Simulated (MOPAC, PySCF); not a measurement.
C4H12O2Si, SMILES `CC[Si](O)(O)CC`, neutral singlet in the gas phase. 

Cartesian coordinates (Å):
```xyz
19

C      2.6214    -0.5451     0.2697
C      1.1684    -0.8407    -0.1278
Si     0.0685     0.6710    -0.0923
O      0.0774     1.1924     1.4957
O      0.7109     1.9166    -1.0172
C     -1.6794     0.3012    -0.6884
C     -2.4124    -0.7467     0.1620
H      2.6707    -0.1382     1.2918
H      3.2511    -1.4489     0.2343
H      3.0690     0.2048    -0.4020
H      1.1230    -1.2756    -1.1432
H      0.7312    -1.6005     0.5444
H     -0.1308     2.1238     1.6328
H      0.2718     2.1060    -1.8534
H     -2.2493     1.2491    -0.6952
H     -1.6334    -0.0276    -1.7436
H     -3.4452    -0.9121    -0.1848
H     -1.8972    -1.7207     0.1339
H     -2.4580    -0.4343     1.2175
```
Charge 0, spin multiplicity 1.

All levels are single points at this geometry (B3LYP-D3(BJ)/def2-SVP); Pople sets use spherical d functions. Orbital energies aren't observables, and empty levels follow the basis.

PM7 in MOPAC gives HOMO (eV) = -10.36.

### Question
Estimate the HOMO (eV) from each of these levels: B3LYP-D3(BJ)/def2-TZVP in PySCF; PBE-D3(BJ)/def2-TZVP in PySCF; B3LYP/6-311+G** in PySCF; M06-2X/6-31G* in PySCF; PBE/6-31G* in PySCF; HF/3-21G in PySCF; PM3 in MOPAC; PM6 in MOPAC.

### Answer

```tsv
level	HOMO (eV)
B3LYP-D3(BJ)/def2-TZVP in PySCF	-7.41
PBE-D3(BJ)/def2-TZVP in PySCF	-6.24
B3LYP/6-311+G** in PySCF	-7.48
M06-2X/6-31G* in PySCF	-8.64
PBE/6-31G* in PySCF	-5.92
HF/3-21G in PySCF	-10.70
PM3 in MOPAC	-9.43
PM6 in MOPAC	-9.47
```
